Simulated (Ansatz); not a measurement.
Input and output for FH3NO2Ta (`[NH]=[Ta]([OH])([OH])[F]`).

```yaml
crystal:
  periodic: [false, false, false]
  atoms:
    - {symbol: N, position_ang: [-1.026877, 0.553141, 0.925798]}
    - {symbol: Ta, position_ang: [0.155506, 0.201793, -0.325048]}
    - {symbol: O, position_ang: [2.049876, -0.274643, 0.746383]}
    - {symbol: O, position_ang: [-0.339359, -1.694928, -1.109578]}
    - {symbol: F, position_ang: [0.349933, 1.328996, -1.500919]}
    - {symbol: H, position_ang: [-1.918433, 0.811331, 1.364076]}
    - {symbol: H, position_ang: [1.688261, -0.075078, 1.278829]}
    - {symbol: H, position_ang: [-1.189659, -1.904046, -1.205105]}
basis:
  gaussian: {orbitals: ANO-RCC-VTZP}
hamiltonian: {xc: {name: revPBE0}}
accuracy: high
output: {forces: true}
```

```sh
$ ansatz run in.yaml --threads 4 --pin off --events-out ev --progress --plain --max-ram 10444MiB
```

It prints (some lines left out):

```
Functional definition: revPBE0
5037 factors; integrals over basis functions are off by at most 5.9e-9 eV
mean field evaluation 1: about -433018.3627 eV, gradient 1.3e2 eV
mean field evaluation 2: about -432758.8874 eV, gradient 4.0e2 eV
mean field evaluation 4: about -433043.9151 eV, gradient 2.9e1 eV
mean field evaluation 8: about -433044.6566 eV, gradient 1.3e0 eV
mean field evaluation 16: about -433044.7965 eV, gradient 3.0e-3 eV
mean field -433044.79651328 eV, -15914.1027435574 hartree, gradient 8.4e-8 eV, S^2 0.000000; 0 other end points of the search recorded, 0 dependent functions left out
reference -433044.79652025 eV, -15914.1027438136 hartree; 54, 54 occupied and 212, 212 virtual orbitals, 5037 factors
Total energy: -433044.79652025 eV, -15914.1027438136 hartree
Relativity: scalar
Atom 0 at    -1.026877     0.553141     0.925798 Å, force    -1.185086     0.741159    -0.051196 eV/Å
Atom 1 at     0.155506     0.201793    -0.325048 Å, force     1.721519   -13.695319     8.588818 eV/Å
Atom 2 at     2.049876    -0.274643     0.746383 Å, force    20.197865   -11.934875   -38.663885 eV/Å
Atom 3 at    -0.339359    -1.694928    -1.109578 Å, force     5.852715     4.649648     1.349054 eV/Å
Atom 4 at     0.349933     1.328996    -1.500919 Å, force     0.965664     8.542639    -8.435906 eV/Å
Atom 5 at    -1.918433     0.811331     1.364076 Å, force     0.906849    -0.031434    -0.147344 eV/Å
Atom 6 at     1.688261    -0.075078     1.278829 Å, force   -23.197462    13.148825    37.815258 eV/Å
Atom 7 at    -1.189659    -1.904046    -1.205105 Å, force    -5.262064    -1.420642    -0.454800 eV/Å
Dipole moment:    -0.720393     0.469801    -0.164569 e Å
```

Run time 7.5 min (4 threads of an Arm Neoverse V1 on a shared host); peak host memory 3.1 GiB.
